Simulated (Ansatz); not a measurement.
The same path of a periodic cell of 17 atoms, LiTa16 (host Ta, host structure bcc, interstitial Li) was run twice with different band settings. Lost on the way: Ta13–Li17, Ta16–Li17. Made: Ta5–Li17, Ta11–Li17.

All numbers below come from DFT LDA, scalar-relativistic, plane waves, PAW in Ansatz. Settings: cutoff 420 eV, k mesh 3x3x3, fermi-dirac smearing 0.15 eV, no spin polarisation.

Relaxed end points:

```xyz
17
Lattice="6.6200 0.0000 0.0000 0.0000 6.6200 0.0000 0.0000 0.0000 6.6200" Properties=species:S:1:pos:R:3
Ta -0.035 0.051 -0.002
Ta 3.349 0.052 -0.002
Ta 0.269 3.481 -0.002
Ta 0.040 -0.077 3.307
Ta 1.656 1.669 1.663
Ta 3.045 3.479 -0.002
Ta 3.273 -0.077 3.307
Ta 4.966 1.488 1.919
Ta 0.012 3.297 3.308
Ta 1.657 5.043 1.691
Ta 1.656 1.669 4.953
Ta 3.301 3.296 3.308
Ta 4.967 4.914 1.616
Ta 4.966 1.485 4.695
Ta 1.657 5.043 4.925
Ta 4.967 4.915 5.000
Li 4.968 2.483 -0.005
```

```xyz
17
Lattice="6.6200 0.0000 0.0000 0.0000 6.6200 0.0000 0.0000 0.0000 6.6200" Properties=species:S:1:pos:R:3
Ta 0.166 -0.262 -0.001
Ta 3.364 0.041 -0.002
Ta 0.172 3.583 -0.001
Ta -0.015 -0.007 3.308
Ta 1.602 1.659 1.616
Ta 3.362 3.277 -0.002
Ta 3.232 -0.036 3.307
Ta 4.798 1.657 1.919
Ta -0.015 3.324 3.308
Ta 1.733 4.970 1.692
Ta 1.602 1.659 4.999
Ta 3.233 3.352 3.307
Ta 4.980 4.968 1.663
Ta 4.794 1.657 4.694
Ta 1.732 4.970 4.924
Ta 4.980 4.968 4.952
Li 5.792 1.665 -0.006
```

Common settings: climbing image yes; optimiser quadratic models (default); end points relaxed.

| run | movable images | spring | start path | force threshold | iteration limit |
| --- | --- | --- | --- | --- | --- |
| 1 | 5 | 1.0 eV/Å² | straight line | 0.05 eV/Å | 41 |
| 2 | 3 | 5.0 eV/Å² | default | 0.2 eV/Å | 50 |

Task: What does each run give, and how far can it be trusted?

Result: Run 1: converged after 6 iterations, highest image 0.064 eV above the first end. By the program's own check the climbing image is a first-order saddle point (lowest curvatures found: -0.54 and 1.66 eV/Å²).
Run 2: converged after 4 iterations, highest image 0.067 eV above the first end. The threshold of 0.2 eV/Å is loose, so the images may lie well off the minimum-energy path. The order of the point at the top wasn't checked.
Limits of this set-up: coarse k mesh, a small cell, in which the defect meets its images, a typed lattice constant that wasn't relaxed here.
